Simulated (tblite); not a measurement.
C6H14OSi2.
Geometry (GFN2-xTB, Å), atoms numbered from 1 in this order:
```
atom  x, y, z in Å
C1    -1.399    2.185   -0.360
C2    -1.877    1.172    0.338
C3    -1.059    0.319    1.255
C4    -1.198   -1.149    0.911
C5    -0.056   -2.086    1.130
C6    -0.492   -1.756   -0.275
Si7    0.620   -0.825   -1.476
O8     1.704    0.065   -0.664
Si9    2.751    1.137   -0.063
H10   -2.020    2.775   -1.013
H11   -0.360    2.465   -0.306
H12   -2.924    0.905    0.267
H13   -1.404    0.466    2.285
H14   -0.013    0.618    1.198
H15   -2.191   -1.539    1.116
H16   -0.252   -3.075    1.519
H17    0.878   -1.663    1.471
H18   -1.060   -2.541   -0.765
H19   -0.144    0.080   -2.334
H20    1.413   -1.788   -2.246
H21    2.376    2.460   -0.562
H22    2.619    1.061    1.394
H23    4.082    0.741   -0.514
```

Method: GFN2-xTB as coded in tblite; computed harmonic values from a numerical Hessian at the method's own geometry, unscaled. Against measured fundamentals such values can be off by several per cent, at times by over 20. Modes of hydrogen on silicon can be 10 to 20 % off. One conformer, not necessarily the lowest. The optimisation stopped once no atom felt more than 0.01 eV/Å.

Lowest wavenumbers of the output (negative numbers stand for imaginary wavenumbers):
```
mode    cm-1
  1     -26.8
  2      49.0
  3      53.0
  4      55.4
  5      71.3
  6      92.6
  7     123.2
  8     172.6
  9     192.1
 10     294.0
```

Is this structure a minimum?

Not by this Hessian. 1 mode is imaginary beyond 20i (27i cm⁻¹), so at this level the point lies at or near a first-order saddle. The curvature is small, so loose convergence or finite differences may be the whole cause.

Which atoms move in the imaginary mode?

27i: H22 (Si–H hydrogen) 21 %, H21 (Si–H hydrogen) 21 %, Si9 (oxygen-bound silicon) 17 %. These are shares of the mass-weighted motion.

What is the remedy?

Step along that mode in both directions, optimise again with tighter thresholds and repeat the frequencies. The zero-point energy of this point (110.2 kcal/mol) counts the 62 real modes alone, and thermal corrections from it aren't those of a minimum.

The run took 4.3 s of wall time on an Intel Xeon at 2.50 GHz with one thread, no GPU, on a shared host. This covers the Hessian and the dipole derivatives.
